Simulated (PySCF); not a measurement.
C2H5F, SMILES CCF, singlet, PBE0/def2-SVP optimised geometry.

```
8

C      0.80    -0.13     0.00
C     -0.71    -0.13     0.00
F     -1.19     1.16     0.00
H      1.18    -1.16     0.00
H      1.19     0.38    -0.89
H      1.19     0.39     0.89
H     -1.11    -0.64    -0.89
H     -1.11    -0.64     0.89
```

Density from PBE0/def2-TZVP (PySCF) at that geometry.

Minimum of the electron density along straight lines between bonded atoms, close to the bond critical point (lines longer than 1.1 times the sum of covalent radii, or with two minima, are not listed):

```json
[
 {"bond": "C1–C2", "length / Å": "1.506", "ρ at the minimum / e bohr⁻³": "0.261", "∇²ρ there / e bohr⁻⁵": "(withheld)", "position (fraction from the first atom)": "0.49"},
 {"bond": "C2–F3", "length / Å": "1.374", "ρ at the minimum / e bohr⁻³": "0.247", "∇²ρ there / e bohr⁻⁵": "-0.11", "position (fraction from the first atom)": "0.33"},
 {"bond": "C1–H4", "length / Å": "1.100", "ρ at the minimum / e bohr⁻³": "0.270", "∇²ρ there / e bohr⁻⁵": "-0.90", "position (fraction from the first atom)": "0.64"},
 {"bond": "C1–H5", "length / Å": "1.100", "ρ at the minimum / e bohr⁻³": "0.272", "∇²ρ there / e bohr⁻⁵": "-0.92", "position (fraction from the first atom)": "0.64"},
 {"bond": "C1–H6", "length / Å": "1.100", "ρ at the minimum / e bohr⁻³": "0.272", "∇²ρ there / e bohr⁻⁵": "-0.92", "position (fraction from the first atom)": "0.64"},
 {"bond": "C2–H7", "length / Å": "1.104", "ρ at the minimum / e bohr⁻³": "0.281", "∇²ρ there / e bohr⁻⁵": "-0.99", "position (fraction from the first atom)": "0.65"},
 {"bond": "C2–H8", "length / Å": "1.104", "ρ at the minimum / e bohr⁻³": "0.281", "∇²ρ there / e bohr⁻⁵": "-0.99", "position (fraction from the first atom)": "0.65"}
]
```

Fill in the missing entries.


- C1–C2, ∇²ρ there / e bohr⁻⁵: -0.69
